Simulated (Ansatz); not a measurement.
Correlation energies of CH8Al2Ge, SMILES `[AlH2][CH2][AlH][GeH3]` by basis set

```csv
atom,x (Å),y (Å),z (Å)
Al1,1.272,-0.708,-2.090
C2,-0.395,-0.872,-1.115
Al3,-0.954,0.619,-0.013
Ge4,-0.253,0.768,2.360
H5,2.638,-1.111,-1.388
H6,1.274,-0.141,-3.573
H7,-0.292,-1.742,-0.454
H8,-1.189,-1.047,-1.852
H9,-1.833,1.784,-0.646
H10,0.616,2.017,2.626
H11,0.572,-0.448,2.828
H12,-1.457,0.881,3.318
```

Total charge 0; spin multiplicity 1. Correlated methods include outer-core shells of Ge, which these sets cover unevenly. Scalar relativity is left out up to krypton. The structure was optimised at the PBE0-D4/def2-TZVP level. It is one conformer, not always the lowest. Frozen core, restricted reference, Ansatz 0.2.0.

| basis | HF (Eh) | MP2 corr. | CCSD corr. | (T) | CCSD(T) total |
| --- | --- | --- | --- | --- | --- |
| def2-SVP | ? | ? | -0.56492 | ? | ? |
| def2-TZVPP | -2601.74554 | -0.60413 | -0.65806 | ? | ? |
| def2-QZVPP | -2601.80388 | -0.89092 | – | – | – |

**Question.** Fill in the withheld values. (Estimate.)

**Answer.** Ansatz gave: def2-SVP HF (Eh): -2601.26839; def2-SVP MP2 corr.: -0.51187; def2-SVP (T): -0.01598; def2-SVP CCSD(T) total: -2601.84929; def2-TZVPP (T): -0.02332; def2-TZVPP CCSD(T) total: -2602.42692.
